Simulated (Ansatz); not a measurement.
Reaction (atomization): `Cl[SiH2][SiH]1CO1` → C• + Cl• + 5 H• + O• + 2 Si•

Calculated with Ansatz (gas phase, PBE0-D4/def2-TZVP geometries, no zero-point term in ΔE). CCSD(T)/CBS is the MP2 limit (def2-TZVPP, def2-QZVPP) plus CCSD(T) − MP2 in def2-TZVPP, frozen cores. This one scheme is used for every species, atoms too. DFT in def2-TZVPP. B3LYP here is the variant with VWN-RPA as its local correlation; programs differ in this. No spin–orbit coupling; open shells (•) take unrestricted orbitals. Spin–orbit coupling would lower the free atoms: a little for C, Cl, O, Si. One conformer a species, not always the lowest.

`Cl[SiH2][SiH]1CO1`:

Z-matrix (Å, degrees):
```
Si
Si 1 2.331
Cl 1 2.063 2 107.5
H 1 1.483 2 110.3 3 118.4
H 1 1.484 2 112.6 3 -118.7
O 2 1.674 1 115.4 3 -167.5
C 2 1.813 1 120.9 3 -111.2
H 2 1.483 1 116.2 3 51.0
H 7 1.088 2 120.8 1 160.9
H 7 1.088 2 122.0 1 2.2
```

```tsv
level	ΔE (eV)	difference from CCSD(T)/CBS
PBE-D4	35.71	0.46
r2SCAN-D4	35.40	0.15
PBE0-D4	35.10	-0.15
ωB97X-V	35.47	0.22
ωB97M-V	35.29	0.04
B2PLYP	34.63	-0.62
PBE	35.46	0.21
PBE0	34.89	-0.36
B3LYP	34.59	-0.66
HF/def2-TZVPP	25.23	-10.02
CCSD/def2-TZVPP	33.55	-1.70
HF/def2-QZVPP	25.32	-9.93
MP2/def2-QZVPP	35.43	0.18
HF/CBS(def2)	25.33	-9.92
MP2/CBS(def2)	35.87	0.62
CCSD/CBS(def2)	34.66	-0.59
CCSD(T)/CBS	35.25	0
```

Largest T1 diagnostic among the species: 0.014.

The D4 term adds +0.41 eV with B3LYP and +0.22 eV with PBE0; it sums over pairs of atoms, weighted by their polarisabilities, and B3LYP, whose exchange is more repulsive, gets the larger term. From PBE to PBE0 (25 % exact exchange), in def2-TZVPP and without D4, ΔE moves by −0.57 eV: exact exchange takes away binding that semilocal exchange gives to molecules.

For atomizations the MP2-based limit and the directly extrapolated one differ by several kJ/mol either way, and by 10 to 25 for some Ge, Se and Sn compounds, so smaller differences from it don't rank the levels.
